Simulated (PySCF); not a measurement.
CH6ClFOSi2, SMILES F[Si@@]([SiH2]C)(Cl)O. Geometry: PBE-D3(BJ)/def2-SVP. The structure was generated by enumeration; whether it is a known compound was not checked. Other conformers were not sampled.

Task: Give the equilibrium geometry at PBE-D3(BJ)/def2-SVP (PySCF confirms it by a frequency run) as Cartesian coordinates in Å. (Estimate from the structure and the level; the computed values follow.)

Result: Several could match; the one computed here: 
```xyz
12

C      2.2873     1.5255    -0.2234
Si     1.7869    -0.2978    -0.2388
Si    -0.4747    -0.4174     0.3206
O     -0.6778     0.1383     1.8755
F     -1.1143    -1.9199     0.1832
Cl    -1.5725     0.7681    -1.0058
H      2.1719     1.9456     0.7955
H      1.6372     2.1012    -0.9119
H      3.3413     1.6520    -0.5415
H      2.5933    -1.1116     0.7374
H      1.9404    -0.9001    -1.6094
H     -1.5950     0.2867     2.1706
```
Charge 0, spin multiplicity 1.
